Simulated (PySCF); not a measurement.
# Choosing a basis for TDDFT

C3H6BFSi.
SMILES: `F[Si@@H]1C=CBC1`

TDDFT with PBE0 (PySCF), vertical singlets, core orbitals frozen in the response, spherical d and f functions. Isolated species at its PBE0-D3(BJ)/def2-SVP geometry (one conformer only).

How do the low singlets change with the basis? Take 6-31G*, def2-SVP, 6-31+G*, def2-SVPD, aug-cc-pVDZ, def2-TZVP and def2-TZVPD.

```json
{"basis": "6-31G*", "functions": "100", "diffuse": "no", "S1 (eV)": "5.11", "S2 (eV)": "5.30", "S3 (eV)": "6.01", "S4 (eV)": "6.20", "S5 (eV)": "6.71", "LUMO (eV)": "-1.69", "α (au)": "59.4"}
{"basis": "def2-SVP", "functions": "118", "diffuse": "no", "S1 (eV)": "5.04", "S2 (eV)": "5.19", "S3 (eV)": "5.94", "S4 (eV)": "6.14", "S5 (eV)": "6.59", "LUMO (eV)": "-1.96", "α (au)": "61.8"}
{"basis": "6-31+G*", "functions": "124", "diffuse": "yes", "S1 (eV)": "5.04", "S2 (eV)": "5.23", "S3 (eV)": "5.88", "S4 (eV)": "6.14", "S5 (eV)": "6.63", "LUMO (eV)": "-2.00", "α (au)": "67.0"}
{"basis": "def2-SVPD", "functions": "175", "diffuse": "yes", "S1 (eV)": "5.03", "S2 (eV)": "5.17", "S3 (eV)": "5.87", "S4 (eV)": "6.13", "S5 (eV)": "6.56", "LUMO (eV)": "-2.06", "α (au)": "70.1"}
{"basis": "aug-cc-pVDZ", "functions": "196", "diffuse": "yes", "S1 (eV)": "5.01", "S2 (eV)": "5.17", "S3 (eV)": "5.83", "S4 (eV)": "6.10", "S5 (eV)": "6.55", "LUMO (eV)": "-2.03", "α (au)": "71.5"}
{"basis": "def2-TZVP", "functions": "228", "diffuse": "no", "S1 (eV)": "5.00", "S2 (eV)": "5.16", "S3 (eV)": "5.85", "S4 (eV)": "6.11", "S5 (eV)": "6.55", "LUMO (eV)": "-2.01", "α (au)": "68.3"}
{"basis": "def2-TZVPD", "functions": "285", "diffuse": "yes", "S1 (eV)": "4.99", "S2 (eV)": "5.15", "S3 (eV)": "5.83", "S4 (eV)": "6.10", "S5 (eV)": "6.54", "LUMO (eV)": "-2.04", "α (au)": "71.2"}
```

States are compared by their number. Against the largest diffuse basis here (def2-TZVPD, itself not a converged limit), sets without diffuse functions differ by up to 0.12 eV in S1 and 0.16 eV in S5; the smaller diffuse sets differ by up to 0.05 and 0.08 eV. State by state, the largest deviation of a set without diffuse functions is S1 0.12, S2 0.15, S3 0.17, S4 0.10, S5 0.16 eV. The same number needn't mean the same state in each row. Against def2-TZVPD the polarisability deviates by -17% in 6-31G*, -13% in def2-SVP, -6% in 6-31+G*, -2% in def2-SVPD, 0% in aug-cc-pVDZ, -4% in def2-TZVP. A single + in a Pople set puts diffuse functions on heavy atoms only.
